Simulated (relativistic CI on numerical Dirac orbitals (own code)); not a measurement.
**d9 in a ligand field**

Computed with a parametric ligand-field model of a d^n configuration (Racah B and C, spin-orbit zeta, crystal field), exact diagonalisation.

Field parameters in Wybourne normalisation: Oh B⁴₀ = 21Dq, B⁴₄ = √(5/14) B⁴₀. The field is a parameter set, without covalency.

Question: Lowest levels for B = 300, C = 1160, ζ = 140 cm⁻¹, Oh, 10Dq = 37000 cm⁻¹?

Answer: Γ8 0 (S 0.50), Γ7 36861 (S 0.50), Γ8 37072 (S 0.50) cm⁻¹, with S from ⟨S²⟩ = S(S + 1). The ground level has 3.00 electrons in the cubic e pair.

Question: Lowest levels for B = 600, C = 2140, ζ = 500 cm⁻¹, Oh, 10Dq = 28700 cm⁻¹?

Answer: Γ8 0 (S 0.50), Γ7 28213 (S 0.50), Γ8 28976 (S 0.50) cm⁻¹, with S from ⟨S²⟩ = S(S + 1). The ground level has 3.00 electrons in the cubic e pair.

Question: Lowest levels for B = 540, C = 1990, ζ = 680 cm⁻¹, Oh, 10Dq = 24550 cm⁻¹?

Answer: Γ8 0 (S 0.50), Γ7 23898 (S 0.50), Γ8 24946 (S 0.50) cm⁻¹, with S from ⟨S²⟩ = S(S + 1). The ground level has 3.00 electrons in the cubic e pair.

Question: Lowest levels for B = 780, C = 3040, ζ = 100 cm⁻¹, Oh, 10Dq = 24250 cm⁻¹?

Answer: Γ8 0 (S 0.50), Γ7 24151 (S 0.50), Γ8 24301 (S 0.50) cm⁻¹, with S from ⟨S²⟩ = S(S + 1). The ground level has 3.00 electrons in the cubic e pair.

Question: Lowest levels for B = 520, C = 2520, ζ = 3450 cm⁻¹, Oh, 10Dq = 28150 cm⁻¹?

Answer: Γ8 0 (S 0.50), Γ7 25286 (S 0.50), Γ8 31047 (S 0.50) cm⁻¹, with S from ⟨S²⟩ = S(S + 1). The ground level has 3.02 electrons in the cubic e pair.
